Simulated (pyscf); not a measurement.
**Group migration: •H₂C–SiH₂–Cl (SMILES [CH2][SiH2]Cl) → •H₂Si–CH₂–Cl (SMILES [SiH2]CCl)**

Gas phase, doublet surface, charge 0. Bonds broken: Si2–Cl7. Bonds formed: C1–Cl7. Optimised with ωB97X-D3(BJ)/def2-SVP in PySCF. Correlated levels are frozen-core, on RHF or UHF. ΔMP2 is the change of the MP2 total energy from the triple- to the quadruple-zeta basis.

Transition state (Å):

```xyz
7

C     -1.0515     0.3534    -0.0407
Si     0.6095    -0.2117    -0.2304
H     -1.4189     0.7183     0.9229
H     -1.6600     0.6258    -0.9081
H      1.0987    -0.6751    -1.5458
H      1.4253    -0.5496     0.9547
Cl    -1.5756    -1.8777     0.1420
```

One imaginary mode, 608i cm⁻¹; descent along it reached the two sides named.

```csv
bond,change,reactant side (Å),saddle,product side
Si2–Cl7,breaks,2.079,2.8,3.0
C1–Cl7,forms,3.2,2.299,1.798
```

Electronic energies relative to the reactant's lowest minimum found (kcal/mol):

```json
[
 {"level": "ωB97X-D3(BJ)/def2-TZVP", "barrier": "53.8", "reaction energy": "+31.6", "reverse barrier": "22.2"},
 {"level": "PBE/def2-TZVP", "barrier": "41.2", "reaction energy": "+25.8", "reverse barrier": "15.4"},
 {"level": "r²SCAN/def2-TZVP", "barrier": "48.1", "reaction energy": "+31.3", "reverse barrier": "16.8"},
 {"level": "B3LYP-D3(BJ)/def2-TZVP", "barrier": "46.0", "reaction energy": "+29.9", "reverse barrier": "16.1"},
 {"level": "PBE0-D3(BJ)/def2-TZVP", "barrier": "48.9", "reaction energy": "+28.5", "reverse barrier": "20.4"},
 {"level": "M06-2X/def2-TZVP", "barrier": "50.8", "reaction energy": "+28.9", "reverse barrier": "21.9"},
 {"level": "ωB97M-D3(BJ)/def2-TZVP", "barrier": "51.1", "reaction energy": "+31.4", "reverse barrier": "19.7"},
 {"level": "HF/def2-TZVP", "barrier": "68.4", "reaction energy": "+39.0", "reverse barrier": "29.3"},
 {"level": "MP2/def2-QZVPP", "barrier": "54.9", "reaction energy": "+29.8", "reverse barrier": "25.1"},
 {"level": "CCSD/def2-TZVPP", "barrier": "55.4", "reaction energy": "+31.6", "reverse barrier": "23.8"},
 {"level": "CCSD(T)/def2-TZVPP", "barrier": "51.9", "reaction energy": "+30.2", "reverse barrier": "21.7"},
 {"level": "CCSD(T)/def2-TZVPP + ΔMP2(QZVPP)", "barrier": "51.5", "reaction energy": "+30.5", "reverse barrier": "21.0"}
]
```

With CCSD(T)/def2-TZVPP + ΔMP2(QZVPP) energies and thermal terms (ideal gas, 1 atm, RRHO with modes under 100 cm⁻¹ raised to 100, one conformer, R ln 2 for rigid chiral ones), in kcal/mol:

```csv
T (K),ΔH‡,ΔG‡,ΔH,ΔG
298,50.9,51.6,+31.5,+32.1
600,50.4,52.5,+31.1,+32.8
900,49.8,53.6,+30.9,+33.7
1200,49.2,55.0,+30.8,+34.7
```

The same reactants have a lower exit, to H₃C–SiH•–Cl (barrier +39.5 kcal/mol at ωB97M-D3(BJ), against +51.1 kcal/mol here). •H₂C–SiH₂–Cl lies 11.1 kcal/mol over its isomer H₃C–SiH•–Cl, and others may lie lower still (electronic energy, ωB97M-D3(BJ)). •H₂Si–CH₂–Cl lies 42.5 kcal/mol over its isomer H₃C–SiH•–Cl, and others may lie lower still (electronic energy, ωB97M-D3(BJ)). One saddle was located; it need not be the lowest between these sides. The CCSD(T) − MP2 part came from Ansatz, without density fitting, on the same reference.
